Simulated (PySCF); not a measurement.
## Computed structure and properties of [Er(H2O)3]3+

System: [Er(H2O)3]3+ (singlet in the valence; each metal's 4f electrons, 11 of them, lie in its core potential, out of spins and levels); start: displaced along the imaginary mode (D3). Method: PySCF 2.14.0, RKS r2SCAN, Er lcecp-1-SVP with ECP57, O def2-SVP, H def2-SVP; non-relativistic Hamiltonian with scalar-relativistic core potentials where named; density fitting; no spin-orbit coupling.

Input of the relaxation:

```python
mol = gto.M(atom='''
Er    -0.00000     0.00000     0.00000
O      2.24242     0.00001     0.00000
H      2.86352     0.25001     0.77260
H      2.86352    -0.24999    -0.77260
O     -1.12122     1.94199    -0.00000
H     -1.64827     2.35487     0.77260
H     -1.21526     2.60487    -0.77260
O     -1.12120    -1.94200    -0.00000
H     -1.21524    -2.60488     0.77260
H     -1.64826    -2.35488    -0.77260''',
    basis={'Er': 'lcecp-1-SVP', 'O': 'def2-SVP', 'H': 'def2-SVP'},
    ecp={'Er': 'lcecp-1-SVP'},
    charge=3, spin=0)
mf = dft.RKS(mol, xc='R2SCAN')
mf.grids.atom_grid = (50, 194)  # f atoms: unpruned, at least (60, 302)
mf = mf.density_fit()  # fitting sets: Er AutoAux, O def2-universal-JKFIT, H def2-universal-JKFIT
mf.conv_tol = 1e-08; mf.max_cycle = 55
mf.kernel(dm0)  # dm0: converged density of the start geometry
# quasi-Newton relaxation in Cartesian coordinates to a largest gradient under 0.00045 Eh/bohr, steps kept in the point group
```

Run from Python with OMP_NUM_THREADS=2; the lines above give its settings. Where DIIS fails, smearing, a level shift and second-order steps follow.
It took 2.4 min on 2 threads of Arm Neoverse V1, with other jobs on the host, from the converged density of the start.

Course of the relaxation:

| step | energy above end (eV) | largest force component within the symmetry (eV/Å) |
| --- | --- | --- |
| 0 | 0.2571 | 1.135 |
| 1 | 0.1115 | 0.106 |
| 2 | 0.1035 | 0.050 |
| 3 | 0.0966 | 0.196 |
| 4 | 0.0915 | 0.304 |
| 5 | 0.0812 | 0.258 |
| 6 | 0.0596 | 0.043 |
| 7 | 0.0513 | 0.151 |
| 18 | 0.0008 | 0.024 |
| 19 | 0.0004 | 0.076 |
| 20 | 0.0002 | 0.012 |
| 21 | 0.0001 | 0.006 |
| 22 | 0.0000 | 0.028 |
| 23 | 0.0000 | 0.005 |
(The steps between are left out.)

Relaxed geometry (D3):

```xyz
10

Er    0.0000    0.0000    0.0000
O     2.2305    0.0000    0.0000
H     2.8507    0.7457    0.2068
H     2.8507   -0.7457   -0.2068
O    -1.1153    1.9317    0.0000
H    -2.0712    2.0959    0.2068
H    -0.7795    2.8417   -0.2068
O    -1.1152   -1.9317    0.0000
H    -0.7795   -2.8417    0.2068
H    -2.0712   -2.0959   -0.2068
```

| contact | Å |
| --- | --- |
| Er1–O2 (H2O) | 2.231 |
| Er1–O5 (H2O) | 2.231 |
| Er1–O8 (H2O) | 2.231 |

On the finer grid (75, 302):

| Quantity | Value |
| --- | --- |
| HOMO | -24.01 eV |
| LUMO | -17.49 eV |
| Dipole about the centre of mass | 0.00 D |
| Set of Mulliken populations of Er1 outside the core potential | s 2.14, p 6.16, d 0.72, f 0.04 |
| D3(BJ) dispersion energy (not in the energies) | -0.037 eV |

```
atom  Mulliken (e)  Löwdin (e)  spin (e)
 Er1          1.94        1.61      0.00
  O2         -0.34        0.03      0.00
  H3          0.35        0.22      0.00
  H4          0.35        0.22      0.00
  O5         -0.34        0.03      0.00
  H6          0.35        0.22      0.00
  H7          0.35        0.22      0.00
  O8         -0.34        0.03      0.00
  H9          0.35        0.22      0.00
 H10          0.35        0.22      0.00
```

The 4f levels lie in the core potential and are missing. Their spin isn't counted.

No frequency check is given for this geometry.

Taking off one H2O (charge 0, singlet; the rest: singlet) in vacuum, both parts rigid, costs 3.96 eV; the small basis without counterpoise inflates it. Parting with an electron moved from the ligand to the metal can be far cheaper, even downhill.

Rigid scan of H2O along the line from its metal:

```
distance to O2 (Å)  energy (eV)
              1.93        0.726
              2.03        0.270
              2.13        0.054
              2.23        0.000
              2.33        0.050
              2.43        0.167
              2.63        0.502
```

One start shape was tried, so this needn't be the lowest isomer.

An lcecp potential fixes the number of 4f electrons, so in runs with it no electron can move into or out of that shell.
